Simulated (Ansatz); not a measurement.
`[CH3][Ge]([F])([F])[Br]` + `C[S][GeH2][OH]` → `C[S][Ge]([CH3])([F])[F]` + `[OH][GeH2][Br]`  (redistribution)

Computed with Ansatz on PBE0-D4/def2-TZVP structures; ΔE is electronic, products minus reactants. CCSD(T)/CBS adds triple-zeta CCSD(T) − MP2 to the extrapolated MP2 energy (def2 sets, frozen cores). Functionals use def2-TZVPP. For Br, Ge outer-core shells are correlated without core-valence functions, which leaves a few kJ/mol of doubt a bond. Scalar relativity is left out up to krypton. One conformer a species, not always the lowest.

Problem. Is it downhill or uphill in electronic energy at CCSD(T)/CBS, and by how much? (Estimate.)

Solution. Computed: Downhill: ΔE = -1.4 kcal/mol.

Problem. What do these levels give: ωB97M-V, r2SCAN, MP2/def2-TZVPP, HF/def2-QZVPP, MP2/def2-QZVPP, MP2/CBS(def2)? (Best estimate.)

Solution. Computed: ωB97M-V -1.8, r2SCAN -1.5, MP2/def2-TZVPP -1.4, HF/def2-QZVPP -2.1, MP2/def2-QZVPP -1.3, MP2/CBS(def2) -1.3 kcal/mol.

Largest T1 diagnostic among the species: 0.011.
